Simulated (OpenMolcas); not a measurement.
## Ga II: effect of the active space

```json
{
 "Program": "OpenMolcas",
 "Method": "CASSCF or its RAS form",
 "Basis": "ANO-RCC-VQZP",
 "Scalar Hamiltonian": "DKH2, point nucleus",
 "Spin-orbit coupling": "RASSI with atomic mean-field integrals over the reference wave functions, term energies averaged over their components"
}
```

A. 2 electrons in 4 orbitals (4s 4p); 2S+1 = 3 even, 3 roots; 2S+1 = 1 even, 7 roots; 2S+1 = 3 odd, 3 roots; 2S+1 = 1 odd, 3 roots; cost about 12 core-seconds
B. 2 electrons in 8 orbitals (4s 4p 5s 5p); 2S+1 = 3 even, 3 roots; 2S+1 = 1 even, 7 roots; 2S+1 = 3 odd, 3 roots; 2S+1 = 1 odd, 3 roots; cost about 18 core-seconds
C. 2 electrons in 9 orbitals (RAS2 4s 4p; RAS3 4d, at most 2 electrons); 2S+1 = 3 even, 3 roots; 2S+1 = 1 even, 7 roots; 2S+1 = 3 odd, 3 roots; 2S+1 = 1 odd, 3 roots; cost about 18 core-seconds

Energies in cm-1 above 4s2 1S0, the measured ground level; measured values from NIST Handbook of Basic Atomic Spectroscopic Data.

| Level | A | B | C | Measured |
| --- | --- | --- | --- | --- |
| 4s2 1S0 | 0.0 | 0.0 | 0.0 | 0.0 |
| 4s 4p 3P* 0 | 42884 | 44231 | 42149 | 47368 |
| 4s 4p 3P* 1 | 43271 | 44617 | 42533 | 47814 |
| 4s 4p 3P* 2 | 44060 | 45405 | 43324 | 48750 |
| 4s 4p 1P* 1 | 74052 | 75207 | 69293 | 70701 |

Deviations, from unrounded energies. A percentage is the sum of absolute deviations over the sum of measured energies, with the sign that they share, or ± where signs differ.

| Against measurement | Levels | A | B | C |
| --- | --- | --- | --- | --- |
| mean absolute deviation (cm-1) | 4 | 4300 | 3500 | 4300 |
| other configurations (%) | 4 | ±8.0 | ±6.6 | -8.1 |

B lies closest to measurement on these levels and C furthest from it. The largest miss of B in the table is 4s 4p 1P* 1, by +4500 cm-1. The ranking rests on the paired levels alone, and a cruder setting can come out closer through cancelling errors.

Among A to C the level of the table that moves most is 4s 4p 1P* 1, by 5900 cm-1 (lowest in C, highest in B).

Without dynamic correlation excited terms often stand tens of per cent too high (terms of higher spin than the ground term too low), and those without a measured partner can miss by more than the paired ones. The run also gave levels led by 4s 5s, which use shells meant for correlation; these and all levels above them are left out (holds for B). Active for correlation alone: 4d; no level in the range computed is led by a configuration that fills it, so any true level of that kind is missing (holds for C). Computed and measured levels are paired by configuration, term and J; levels that our copy of the source lacks, or whose pairing is in doubt (as where it misses far off the trend of its configuration), stay unpaired and out of the deviations. Only configurations of the active space appear. Levels that lie high or do not pair safely by name in every column are left out.

* marks odd parity.
